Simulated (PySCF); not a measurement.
SMILES c1ccc(c(O)c1)C=C (C₈H₈O) (GFN2-xTB optimised geometry):

```
17

C      2.504    -1.793     0.000
C      1.176    -1.793     0.000
C      0.279    -0.646     0.000
C     -1.095    -0.893     0.048
C     -2.031     0.122     0.057
C     -1.607     1.439     0.016
C     -0.254     1.716    -0.036
C      0.692     0.698    -0.045
O      2.016     1.010    -0.098
H      3.054    -2.720     0.003
H      3.084    -0.889    -0.002
H      0.657    -2.745     0.005
H     -1.429    -1.920     0.080
H     -3.084    -0.111     0.096
H     -2.322     2.248     0.023
H      0.085     2.745    -0.071
H      2.116     1.970    -0.132
```

Method: B3LYP/def2-SVP run with PySCF 2.14.0.

Question: What are the frontier orbital energies and the dipole moment?

Answer: HOMO-2 -8.27 eV, HOMO-1 -6.63 eV, HOMO -5.94 eV, LUMO -0.83 eV, LUMO+1 0.04 eV; dipole moment 1.67 D.

Meta-Löwdin charges at B3LYP/def2-SVP: C1 -0.23, C2 -0.09, C3 -0.02, C4 -0.09, C5 -0.12, C6 -0.09, C7 -0.16, C8 0.22, O9 -0.44, H10 0.10, H11 0.12, H12 0.09, H13 0.10, H14 0.10, H15 0.10, H16 0.09, H17 0.32.
